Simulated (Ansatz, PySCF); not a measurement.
Reaction (SMILES): B=O (HBO) + H+ → B=[OH+]
Geometries: B3LYP-D3(BJ)/def2-TZVP minima from Ansatz (an electronic-structure program).
Geometry of the first species:
SMILES: B=O
```xyz
3

H      0.0000     0.0000    -1.7698
B      0.0000     0.0000    -0.6017
O      0.0000     0.0000     0.5973
```

Wanted: proton affinity (0 K, with B3LYP-D3(BJ) harmonic zero-point energies from PySCF), positive where the reaction releases energy, in kcal/mol. Correlated levels leave the core frozen unless marked. No spin-orbit coupling. No relativistic terms. Basis-set limits of correlation are two-point, X^-3; Hartree-Fock from the larger set.

CCSD(T)/CBS(cc-pVTZ,cc-pVQZ) (Ansatz) gives 161.9 kcal/mol.

Question: Another calculation gave 160.2 kcal/mol. Which level was it?
(A) SVWN5/def2-TZVPD (Ansatz)
(B) B2PLYP/def2-TZVPD (Ansatz)
(C) BHLYP/def2-TZVPD (Ansatz)
(D) B97M-V/def2-TZVPD (Ansatz)

Answer: B, B2PLYP/def2-TZVPD (Ansatz). The others give 155.6 (SVWN5), 162.7 (B97M-V), 165.8 (BHLYP) kcal/mol.
